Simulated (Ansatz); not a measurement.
Basis-set series for CH$_{4}$AlBO, SMILES `[BH]1O[CH2][AlH]1`. Charge 0, multiplicity 1. Geometry: relaxed with PBE0-D4/def2-TZVP.

```tsv
functional	basis	functions	energy (Eh)	HOMO (eV)	LUMO (eV)
PBE0-D4	def2-TZVPP	191	-382.76542	-6.69	-2.10
PBE0-D4	def2-QZVPP	361	-382.78081	-6.70	-2.13
ωB97M-V	def2-TZVPP	191	-382.97059	-8.78	-0.36
ωB97M-V	def2-QZVPP	361	-382.98539	-8.80	-0.47
```

**Question.** Give the rows for def2-SVP. (An estimate is asked.)

**Answer.** Computed: 
```csv
functional,basis,functions,energy (Eh),HOMO (eV),LUMO (eV)
PBE0-D4,def2-SVP,80,-382.52080,-6.66,-2.07
ωB97M-V,def2-SVP,80,-382.72073,-8.73,-0.25
```
